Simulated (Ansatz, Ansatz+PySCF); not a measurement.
```yaml
atoms:
  - { symbol: B, position_ang: [0.0000, 0.0000, 0.0000] }
  - { symbol: Al, position_ang: [0.6491, 0.8655, 1.8738] }
```

Basis set: 6-31G (spherical functions). Left uncorrelated: 6 orbitals. Charge 0, multiplicity 1.

Computed with Ansatz (development build ahead of 0.2.0); the reference of a correlated method needn't be the lowest determinant of its kind. Restricted open shells among the atoms or ions are ROHF, correlated in semicanonical orbitals with singles.

The atomization energy at this shape (free ground-state atoms in the same class of orbitals less the molecule, no zero-point energy) of singlet AlB:

| method | atomization energy |
| --- | --- |
| UHF-CCSD(T) | 29.13 kcal/mol |
| UHF-CCSD | 24.31 kcal/mol |
| full CI (lowest root of this spin) | 21.01 kcal/mol |
| RHF-CCSD | 14.78 kcal/mol |

Problem. What does RHF-CCSD(T) give?

Solution. 18.44 kcal/mol. Caution: another spin multiplicity may lie lower. Caution for UHF-CCSD(T), UHF-CCSD: a plain start can end on a higher determinant; the program doubts this total; the unrestricted determinant is a mixture of spin states. Caution for UHF-CCSD(T), UHF-CCSD, RHF-CCSD(T), RHF-CCSD: large amplitudes, a single reference is doubtful; the determinant is a saddle point; the reference determinant was not shown to be the lowest. Caution for RHF-CCSD(T), RHF-CCSD: an unrestricted determinant lies well below.

This basis has no polarisation functions and is too small for such energies, which can lie far from measured ones in either direction.
